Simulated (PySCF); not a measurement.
An unknown is described by computed data only.

Elements present: Br, C, H, O and Si. Monoisotopic mass: 139.9293 u.

* 13C NMR: chemical shifts (computed TMS as zero) by class: 52.6 (1 C) ppm [GIAO PBE0/pcSseg-1]
* Polarisability: 65.8 au [B3LYP/def2-SVPD]
* Rotational structure: rotational constants A, B, C: 14.651, 1.375, 1.287 GHz [PBE0-D3(BJ)/def2-SVP]
* Valence photoelectron: vertical ionisation energy: 10.28 eV [ΔSCF B3LYP/def2-SVPD]
* Dipole: 2.39 D [B3LYP/def2-SVPD]
* NMR, other nuclei: isotropic shieldings of nuclei other than C and H, by class: 315 (1 O), 352 (1 Si), 2623 (1 Br) ppm [GIAO PBE0/pcSseg-1]
* XPS: Si2p3/2 108.2, C1s 292.8, O1s 538.4, Si1s 1848.2 eV [ΔSCF SCAN, pcX-2 on the ionised atom, pcseg-1 elsewhere, spin-free X2C, 2p3/2 from a spin–orbit splitting computed afterwards within the 2p shell]

The electronic properties come from PySCF, for the isolated species, density fitting. Levels stand in brackets. Geometry: PBE0-D3(BJ)/def2-SVP, one conformer, isolated molecule. Relativistic effects, spin–orbit coupling among them, are left out (core-ionisation runs apart) although an element past zinc is present. NMR values are class means; diastereotopic atoms form classes of their own.

**Question.** Which formula fits the mass and the elements?

**Answer.** CH5BrOSi (calculated 139.9293). No other formula that holds each of these elements comes within 0.0003 u with a fitting electron parity and a possible valence count.

**Question.** Propose a structure and show how it fits.

**Answer.** Numbering: `[CH3:1][O:2][SiH2:3][Br:4]`. Its formula, CH5BrOSi, gives 0 degrees of unsaturation, so no ring and no π bond. The one carbon: methoxy carbon [C1] (52.6 ppm). The other shieldings belong to: 315 ppm, silyl ether oxygen [O2]; 352 ppm, oxygen-bound silicon [Si3]; 2623 ppm, bromine bonded to Si [Br4]. The core levels belong to: Si2p3/2 108.2 eV, oxygen-bound silicon [Si3]; C1s 292.8 eV, methoxy carbon [C1]; O1s 538.4 eV, silyl ether oxygen [O2]; Si1s 1848.2 eV, oxygen-bound silicon [Si3]. No core level of Br was computed. The first electron is taken from the HOMO, whose largest Löwdin shares are 0.55 on the bromine bonded to Si, 0.15 on the oxygen-bound silicon and 0.11 on the silyl ether oxygen. The optimised geometry has point group Cs and is an asymmetric top. Structure: `CO[SiH2]Br`. The assignments are read from this structure; whether some other isomer fits the data as well wasn't checked.

Shape of the structure used: `[CH3:1][O:2][SiH2:3][Br:4]`: C1–O2–Si3–Br4 179°.
